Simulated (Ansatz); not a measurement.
`C[SiH](O)Br` + HBr → `C[SiH](Br)Br` + H₂O at 500 K and 1 bar (ligand exchange at the Si–O bond).

Isolated molecules relaxed with PBE0-D4/def2-TZVP in Ansatz; ΔE leaves out vibrations. CCSD(T)/CBS adds triple-zeta CCSD(T) − MP2 to the extrapolated MP2 energy (def2 sets, frozen cores). This one scheme is used for every species. For Br outer-core shells are correlated without core-valence functions, which leaves a few kJ/mol of doubt a bond. Scalar relativity is left out up to krypton. One conformer a species, not always the lowest.

```csv
species,CCSD(T)/CBS energy (Eh),H − E (kJ/mol),S (J/(mol·K))
`C[SiH](O)Br`,-2978.74949,202.7,397.7
HBr,-2573.91920,30.5,213.7
`C[SiH](Br)Br`,-5476.28894,167.0,407.2
H₂O,-76.37941,73.2,206.3
```

H − E and S are ideal-gas, rigid-rotor, harmonic terms from PBE0-D4/def2-TZVP, for one conformer and one mirror image of each species. 1 Eh = 2625.50 kJ/mol, R = 8.31446 J/(mol·K).

Problem. By hand: ΔE, ΔH, ΔS and ΔG.

Solution. ΔE = (-5476.28894) + (-76.37941) − (-2978.74949) − (-2573.91920) = 0.00034 Eh = 0.9 kJ/mol. Δ(H − E) = 167.0 + 73.2 − 202.7 − 30.5 = 7.0, so ΔH = 7.9 kJ/mol. ΔS = 407.2 + 206.3 − 397.7 − 213.7 = 2.1 J/(mol·K). ΔG = 7.9 − 500 × (2.1)/1000 = 6.9 kJ/mol.

Problem. By hand: the equilibrium constant, and the temperature at which ΔG would vanish if ΔH and ΔS stayed fixed.

Solution. log₁₀ K = −ΔG/(RT ln 10) = -0.7. ΔG = 0 at ΔH/ΔS = 3762 K, far beyond where these terms or the molecules hold.

The number of gas molecules stays the same, so ΔS is small and ΔH decides. A doubt of 5 kJ/mol in ΔE shifts log₁₀ K by 0.5 here. Other conformers and mirror images would add mixing entropy, several J/(mol·K) or more a flexible species. These are equilibria of isolated gas molecules and say nothing of rates. Largest T1 diagnostic: 0.009 (customary marks: 0.02 for closed shells, 0.045 for open ones).
